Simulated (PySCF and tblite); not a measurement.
Results of a calculation; reference values are marked as such.
## Rotation: stationary points, barriers and rates

System: C4H9BFN, numbered as in [CH2:1]=[CH:2][B:3]([F:4])[N:5]([CH3:6])[CH3:7].

Motion: rotation about the B3–C2 bond (torsion F4–B3–C2–C1 from 0° to 134°, rising). Geometries: GFN2-xTB; energies: PBE0/pcSseg-1 + D3(BJ), IEF-PCM chloroform; zero-point and thermal terms from GFN2-xTB harmonic modes (soft modes blended into free rotors). Rates follow Eyring's equation with the number of equivalent paths and no tunnelling. (PySCF 2.14 with density fitting, tblite 0.8.)

| point | symmetry | E(GFN2) kcal/mol | E(DFT) kcal/mol | ZPE change kcal/mol | lowest mode cm⁻¹ | dipole D |
| --- | --- | --- | --- | --- | --- | --- |
| start | Cs | 0.0 | 0.0 | 0.00 | 52 | 2.64 |
| saddle | C1 | 1.5 | 3.6 | -0.21 | 66i | 2.80 |
| end | C1 | 0.6 | 2.0 | 0.09 | 93 | 2.76 |

- Electronic barrier: 3.6 kcal/mol
- Barrier with zero-point energy: 3.4 kcal/mol
- ΔH‡ (298 K): 2.9 kcal/mol
- ΔS‡ (298 K, symmetry apart): -3.2 cal/(mol K)
- Paths: 2 equivalent paths
- End point: a different minimum
- Mean lifetime of the start against this motion at 298 K: 56 ps
- Cost: 69 s on 1 thread of Intel Xeon Platinum 8559C (shared host) (rough), peak memory 0.86 GiB, launched as `OMP_NUM_THREADS=1 python ens_run.py task.json out`

```
T/K  ΔG‡ kcal/mol     k s⁻¹  ΔG kcal/mol  k back s⁻¹
200           3.7   8.1×10⁸          2.2    1.1×10¹¹
250           3.8   5.2×10⁹          2.2    2.4×10¹¹
298           3.9  1.8×10¹⁰          2.3    4.1×10¹¹
350           4.0  4.6×10¹⁰          2.3    6.1×10¹¹
400           4.1  9.3×10¹⁰          2.3    8.2×10¹¹
```

ΔG and ΔG‡ leave out symmetry numbers and mirror images; rates count paths: 2 out, 1 back.
